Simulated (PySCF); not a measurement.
# TeO and its ions

B3LYP; basis Te aug-cc-pVDZ-PP with ECP28, O aug-cc-pVDZ; scalar-relativistic core potentials; PySCF 2.14. Neutral (UKS): triplet (π ↑↑), Re = 1.862 Å, ωe = 791 cm⁻¹, De = 3.93 eV, HOMO -6.92 eV, LUMO -4.01 eV.

TeO⁻ (UKS): doublet (π ↑), Re = 1.944 Å, ωe = 648 cm⁻¹, De = 3.52 eV to Te⁻ + O. The energies at the minima are -343.28831 hartree for TeO and -343.35251 for TeO⁻.

Problem. Work out the adiabatic electron affinity, without and with harmonic zero-point energies (1 hartree = 27.2114 eV, 1 eV = 8065.5 cm⁻¹), and the change of the bond length.

Solution. At B3LYP: 0.06420 hartree = 1.747 eV between the minima; the zero-point term (791.0 − 648.0)/2 cm⁻¹ = +0.009 eV makes it 1.756 eV. Re changes by +8.2 pm against the neutral. The electron enters a π orbital, and the longer bond of the ion fits an antibonding orbital, or a change in how ionic the bond is.

Spin–orbit coupling is left out, which matters for elements this heavy, above all for dissociation energies. For an ion De counts to the pair picked by the measured ionisation energies or electron affinities, which need not be the lowest pair at this level. The highest Kohn–Sham level is positive in this anion. Much of that is self-interaction error, but it also means that the finite basis helps to hold the extra electron. States were picked by a PBE0 search and need not be the measured ground states.
